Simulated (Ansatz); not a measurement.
RbI, SMILES [Rb][I].

Geometry optimised at B3LYP-D3(BJ)/def2-TZVPD. The def2 effective core potentials stand for the cores of I, Rb; spin–orbit coupling is left out.

Two levels are set side by side: PBE/def2-TZVPD (Ansatz, a first-principles code) and ωB97X-V/def2-TZVPD (Ansatz). Energy differences of separate SCF runs at the same geometry; the states with an electron removed or added have multiplicity 2 and 2. Differences are taken from unrounded values.

```csv
quantity,PBE
vertical ionisation energy (eV),7.54
vertical electron affinity (eV),0.75
vertical singlet–triplet gap (eV),3.62
```

Question: These are the PBE values. What does ωB97X-V give? (Estimate from the structure and the level; the computed values follow.)

Answer: 
```tsv
quantity	ωB97X-V	PBE minus ωB97X-V
vertical ionisation energy (eV)	7.49	0.05
vertical electron affinity (eV)	0.61	0.14
vertical singlet–triplet gap (eV)	3.86	-0.24
```
